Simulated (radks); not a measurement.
These are the eigenvalues of the occupied orbitals of an atom or ion with whole-number occupations (eV). Method: scalar-relativistic Kohn-Sham, PBE, spin-polarised, spherical densities, finite nucleus; Fermi nuclear charge, rms radius of each element as measured or else 0.836 A^(1/3) + 0.57 fm; computed with a radial shooting solver on a logarithmic mesh with Libxc functionals.

orbital  eigenvalue
1s up     -4404.295
1s down   -4404.270
2s up     -481.3813
2s down   -481.1291
2p up     -395.2970
2p down   -395.0955
3s up      -62.4154
3s down    -61.4710
3p up      -41.0140
3p down    -40.0341
3d up      -10.4361
4s up      -10.2342

Which element is it, and in what charge state? The configuration may be excited. Open shells, if any, are filled with parallel spins first.

Answer. Z = 21, scandium, charge +1: Sc+ in [Ar] 3d1 4s1. The list shows which subshells hold electrons but not how many an open one holds; the 1s level, -161.85 hartree, gives Z - s = 18.0 by -(Z - s)^2/2, which with screening and relativity narrows Z to a few neighbours, and the depths of the outer levels then fix element, charge and occupations together.
